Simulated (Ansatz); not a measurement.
Mulliken charges of CH$_{5}$ClFGaSi, SMILES `F[CH]([GaH2])[SiH2]Cl` from ωB97M-V/def2-TZVPP in Ansatz (PBE0-D4/def2-TZVP geometry).

```json
{"atom": "F1", "x (Å)": "-1.454", "y (Å)": "-0.904", "z (Å)": "0.927", "charge (e)": "-0.230"}
{"atom": "C2", "x (Å)": "-0.296", "y (Å)": "-0.165", "z (Å)": "0.655", "charge (e)": "-0.114"}
{"atom": "Ga3", "x (Å)": "1.260", "y (Å)": "-1.376", "z (Å)": "0.327", "charge (e)": "0.202"}
{"atom": "Si4", "x (Å)": "-0.603", "y (Å)": "1.062", "z (Å)": "-0.727", "charge (e)": "0.297"}
{"atom": "Cl5", "x (Å)": "-2.118", "y (Å)": "2.367", "z (Å)": "-0.260", "charge (e)": "-0.210"}
{"atom": "H6", "x (Å)": "-0.046", "y (Å)": "0.414", "z (Å)": "1.558", "charge (e)": "0.116"}
{"atom": "H7", "x (Å)": "2.661", "y (Å)": "-0.728", "z (Å)": "0.052", "charge (e)": "-0.015"}
{"atom": "H8", "x (Å)": "1.022", "y (Å)": "-2.919", "z (Å)": "0.374", "charge (e)": "-0.009"}
{"atom": "H9", "x (Å)": "-0.989", "y (Å)": "0.362", "z (Å)": "-1.975", "charge (e)": "-0.021"}
{"atom": "H10", "x (Å)": "0.646", "y (Å)": "1.836", "z (Å)": "-0.928", "charge (e)": "-0.016"}
```

By hand: the dipole of these point charges (1 e Å = 4.8032 D).

Σ q r = (0.844, -0.185, -0.150) e Å, of length 0.877 e Å = 4.21 D.

How does the dipole of the full density compare? (Best estimate.)

Computed: (0.454, -0.068, -0.002) e Å, 2.20 D; the point charges give 1.91 times that, at 10° from its direction.

Point charges leave out the atoms' own dipoles, such as those of lone pairs, and Mulliken's split depends on the basis, so the two needn't agree.
